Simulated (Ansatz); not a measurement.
Start from `[CH3][In]([NH2])[SiH2][TeH]` and change one atom or group to get `[CH3][In]([NH2])[GeH3]`.

Ansatz, PBE0-D4/def2-TZVP geometries, multiplicity 1. Each molecule was computed in one conformer, which needn't be the lowest.

Elements past krypton have def2 core potentials. Scalar relativity is left out up to krypton.

```csv
property,`[CH3][In]([NH2])[SiH2][TeH]`
zero-point energy (PBE0-D4/def2-TZVP) / kJ/mol,221.7
HOMO–LUMO gap (ωB97M-V/def2-TZVPP) / eV,8.53
HOMO energy (PBE/def2-TZVPP) / eV,-5.26
LUMO energy (PBE0/def2-TZVPP) / eV,-1.29
size of the dipole moment (PBE/def2-TZVPP) / D,1.75
HOMO energy (B3LYP/def2-TZVPP) / eV,-6.04
```

Question: Give the same properties after the change, and the shifts. (Estimate.)

Answer: The calculation gave: 
```tsv
property	`[CH3][In]([NH2])[GeH3]`	shift
zero-point energy (PBE0-D4/def2-TZVP) / kJ/mol	217.6	-4.1
HOMO–LUMO gap (ωB97M-V/def2-TZVPP) / eV	9.62	1.09
HOMO energy (PBE/def2-TZVPP) / eV	-5.54	-0.28
LUMO energy (PBE0/def2-TZVPP) / eV	-1.01	0.28
size of the dipole moment (PBE/def2-TZVPP) / D	1.07	-0.68
HOMO energy (B3LYP/def2-TZVPP) / eV	-6.61	-0.57
```

With PBE0 the HOMO falls by 0.56 eV and the LUMO rises by 0.28 eV, so the gap widens by about 0.84 eV. PBE moves the HOMO by -0.28 eV and ωB97M-V by -0.85 eV. The zero-point energy changes by -4.1 kJ/mol with -3 modes. Dipoles are sizes alone; their direction can turn.

B3LYP here is the variant with VWN-RPA as its local correlation; programs differ in this.

Spin–orbit coupling is left out; it splits and shifts lone-pair levels of the heavy atoms by tenths of an eV.
